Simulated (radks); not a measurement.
The niobium ion Nb8+, configuration [Ar] 3d10 4s2 4p3 (the NIST ground configuration). Method: scalar-relativistic Kohn-Sham, PBE, spin-polarised, spherical densities, finite nucleus; open shells are filled with parallel spins first (spin-orbit coupling, left out, can overturn this in heavy ions); Fermi nuclear charge, rms radius 4.324 fm; computed with a radial shooting solver on a logarithmic mesh with Libxc functionals.

Normalised radial functions P(r) = r R(r), r in bohr:

```
   r/bohr * 4p up (the largest magnitude, 1.05, reaches the edge; | marks zero)
 0.003852                             *
 0.005656                             *
 0.008237                             |*
  0.01209                             |*
  0.01775                             | *
  0.02586                             |   *
  0.03796                             |     *
  0.05574                             |       *
  0.08118                             |         *
   0.1192                             |      *
    0.175                           * |
   0.2548                 *           |
   0.3741               *             |
   0.5493                             |*
      0.8                             |                     *
    1.175                             |                          *
    1.724                             |             *
    2.511                             |  *
    3.687                             *
```

4p up: eigenvalue -151.21 eV, 2 radial nodes at r = 0.164, 0.537 bohr, <r> = 1.14 bohr, 90 % of the charge inside 1.65 bohr.
